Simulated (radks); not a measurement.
Species: Al II. Configuration: [Ne] 3s2 (the NIST ground configuration).

Calculated with a radial shooting solver on a logarithmic mesh with Libxc functionals: non-relativistic Kohn-Sham, PBE, spin-unpolarised, spherical densities, point nucleus.

Energy parts (eV):
part                      energy
total                  -6585.506
kinetic                 6575.221
electron-nucleus      -15632.336
Hartree                 2966.941
exchange-correlation    -495.332

Orbitals (lengths in bohr, moments of r in powers of bohr; r(90%) holds 90 % of the orbital's charge):
orbital  occ.  eigenvalue (eV)  r(90%)    <r^2>
1s          2        -1516.172   0.215  0.01956
2s          2        -116.0560   0.993   0.4723
2p          6         -78.0340    1.02   0.4627
3s          2         -14.7848    3.59    6.540

The highest occupied level is 3s at -14.785 eV. The electron density at the nucleus is 1407 e/bohr^3. Virial ratio -V/T = 2.00156. Summed over all electrons, <r^2> = 16.84 bohr^2, which gives a Langevin (diamagnetic) susceptibility term of -13.3 x 10^-6 cm^3/mol. For comparison, the ionisation energy in NIST's Atomic Spectra Database is 18.829 eV (measured). In exact Kohn-Sham theory the highest level is minus the ionisation energy, but local and semilocal functionals leave it too shallow, through self-interaction and a potential that decays too fast; potentials with the right tail come closer. The density falls to 0.001 e/bohr^3 at r = 3.89 bohr.
